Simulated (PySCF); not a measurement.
Species: C3H3F2N2S2 (doublet state).
Z-matrix (Å and degrees, GFN2-xTB geometry), rows numbered from 1:
```
F 
C   1  1.3415
F   2  1.3441  1  106.67
S   2  1.8284  1  110.62  3  -120.64
C   4  1.7628  2   98.88  1  -128.45
N   5  1.3358  4  121.04  2     8.09
S   6  1.6309  5  110.27  4   178.50
N   7  1.7224  6   94.03  5    -1.51
C   5  1.3706  4  122.63  2  -171.65
H   2  1.0994  1  110.23  3   119.37
H   8  1.0082  7  120.65  6   151.87
H   9  1.0698  5  128.20  4     2.49
```

The hyperfine couplings belong to this conformer and change with its torsions.

Identity: `FC(F)SC1=NSN[CH]1` [radical].

Level of theory: UKS B3LYP, pcH-1 on C F H N S, non-relativistic, mean-field spin-orbit, GIAO (PySCF). Isolated species at its GFN2-xTB geometry (one conformer only). A GFN2-xTB geometry isn't a minimum of the functional, and hyperfine couplings can be far from their values at a DFT geometry. No stability test was run, so a lower SCF solution isn't excluded.

(1) The isotropic 13C couplings are -28.4, +22.7, -2.1 MHz. Assign them to C2; C5; C9.

(2) The isotropic 33S couplings are +7.9, -0.9 MHz. Assign them to S4; S7.

(3) The isotropic 14N couplings are +25.8, +17.4 MHz. Assign them to N6; N8.

## Answers

(1) 
```
site  a_iso (MHz)  ρ(0) (bohr⁻³)                 position  distance from C9 (Å)  spin population  largest |T| (MHz)
  C2         -2.1        -0.0019          3 bonds from N6                  4.06             0.00                0.6
  C5        -28.4        -0.0252           1 bond from N6                  1.37            -0.10               14.7
  C9        +22.7        +0.0202  largest spin population                  0.00            +0.34               57.4
```

(2) 
| site | a_iso (MHz) | ρ(0) (bohr⁻³) | position | distance from C9 (Å) | spin population | largest \|T\| (MHz) |
| --- | --- | --- | --- | --- | --- | --- |
| S4 | -0.9 | -0.0029 | 2 bonds from N6 | 2.76 | -0.01 | 2.2 |
| S7 | +7.9 | +0.0256 | a main spin site | 2.53 | +0.22 | 51.8 |

(3) 
```csv
site,a_iso (MHz),ρ(0) (bohr⁻³),position,distance from C9 (Å),spin population,largest |T| (MHz)
N6,+17.4,+0.0536,a main spin site,2.30,+0.34,36.6
N8,+25.8,+0.0794,a main spin site,1.38,+0.22,28.9
```

ρ(0) is the spin density at the nucleus and T the dipolar tensor; a_iso includes a spin–orbit part; entries for several nuclei are means. The Mulliken spin populations are largest on C9 (+0.34), N6 (+0.34), S7 (+0.22) and N8 (+0.22). Four atoms exceed +0.15. Main spin sites, with 60 % or more of the largest population: N6, S7, N8, C9; positions count bonds from the nearest.

Nuclei that the bonding pattern makes equivalent are averaged, as if the motion that swaps them (rotation, inversion, ring flip) were fast.

The SMILES `FC(F)SC1=NSN[CH]1` draws the unpaired electron on C9, whose computed spin population is only +0.34.
